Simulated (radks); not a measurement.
Species: Dy4+. Configuration: [Kr] 4d10 4f9 5s2 5p5 (not the ground configuration).

Method: Dirac Kohn-Sham, PBE, spin-unpolarised, spherical densities, point nucleus; open shells are shared between the two j in proportion to 2j + 1; computed with a radial shooting solver on a logarithmic mesh with Libxc functionals.

Energy parts (eV):
| part | energy |
|---|---|
| total | -331010.03 |
| kinetic | 363175.66 |
| electron-nucleus | -813330.03 |
| Hartree | 126297.88 |
| exchange-correlation | -7153.55 |

Orbitals (lengths in bohr, moments of r in powers of bohr; <r^-3> diverges for s and p1/2; r(max) is where P^2 peaks):
1s1/2: occ. 2; eigenvalue (eV) -53651.38; r(max) 0.01337; <r^2> 0.0006093; <r^4> 9.913e-07
2s1/2: occ. 2; eigenvalue (eV) -8969.864; r(max) 0.07620; <r^2> 0.009459; <r^4> 0.0001553
2p1/2: occ. 2; eigenvalue (eV) -8532.389; r(max) 0.05740; <r^2> 0.006846; <r^4> 0.00009556
2p3/2: occ. 4; eigenvalue (eV) -7732.137; r(max) 0.06342; <r^-3> 11000; <r^2> 0.008073; <r^4> 0.0001279
3s1/2: occ. 2; eigenvalue (eV) -2034.636; r(max) 0.2156; <r^2> 0.06275; <r^4> 0.005957
3p1/2: occ. 2; eigenvalue (eV) -1843.993; r(max) 0.2031; <r^2> 0.05827; <r^4> 0.005381
3p3/2: occ. 4; eigenvalue (eV) -1677.804; r(max) 0.2157; <r^-3> 2367; <r^2> 0.06522; <r^4> 0.006689
3d3/2: occ. 4; eigenvalue (eV) -1350.497; r(max) 0.1709; <r^-3> 400.3; <r^2> 0.05171; <r^4> 0.004770
3d5/2: occ. 6; eigenvalue (eV) -1314.214; r(max) 0.1744; <r^-3> 352.9; <r^2> 0.05364; <r^4> 0.005101
4s1/2: occ. 2; eigenvalue (eV) -441.3776; r(max) 0.4943; <r^2> 0.3166; <r^4> 0.1458
4p1/2: occ. 2; eigenvalue (eV) -366.1628; r(max) 0.4975; <r^2> 0.3318; <r^4> 0.1648
4p3/2: occ. 4; eigenvalue (eV) -328.9358; r(max) 0.5244; <r^-3> 531.0; <r^2> 0.3699; <r^4> 0.2048
4d3/2: occ. 4; eigenvalue (eV) -205.1099; r(max) 0.5293; <r^-3> 76.67; <r^2> 0.4201; <r^4> 0.2871
4d5/2: occ. 6; eigenvalue (eV) -198.3475; r(max) 0.5380; <r^-3> 66.55; <r^2> 0.4350; <r^4> 0.3080
4f5/2: occ. 3.85714; eigenvalue (eV) -50.6901; r(max) 0.5316; <r^-3> 10.01; <r^2> 0.7856; <r^4> 1.510
4f7/2: occ. 5.14286; eigenvalue (eV) -49.7285; r(max) 0.5365; <r^-3> 9.637; <r^2> 0.8072; <r^4> 1.599
5s1/2: occ. 2; eigenvalue (eV) -93.0658; r(max) 1.142; <r^2> 1.777; <r^4> 4.592
5p1/2: occ. 1.66667; eigenvalue (eV) -71.6657; r(max) 1.235; <r^2> 2.167; <r^4> 7.004
5p3/2: occ. 3.33333; eigenvalue (eV) -66.1984; r(max) 1.308; <r^-3> 77.57; <r^2> 2.427; <r^4> 8.764
5d3/2: occ. 0; eigenvalue (eV) -37.3820; r(max) 1.645; <r^-3> 6.945; <r^2> 4.228; <r^4> 27.99
5d5/2: occ. 0; eigenvalue (eV) -36.7779; r(max) 1.674; <r^-3> 6.033; <r^2> 4.362; <r^4> 29.71
6s1/2: occ. 0; eigenvalue (eV) -32.4518; r(max) 2.644; <r^2> 8.708; <r^4> 104.9

The highest occupied level is 4f7/2 at -49.728 eV. The density falls to 0.001 e/bohr^3 at r = 3.05 bohr. Summed over all electrons, <r^2> = 30.60 bohr^2, which gives a Langevin (diamagnetic) susceptibility term of -24.2 x 10^-6 cm^3/mol.
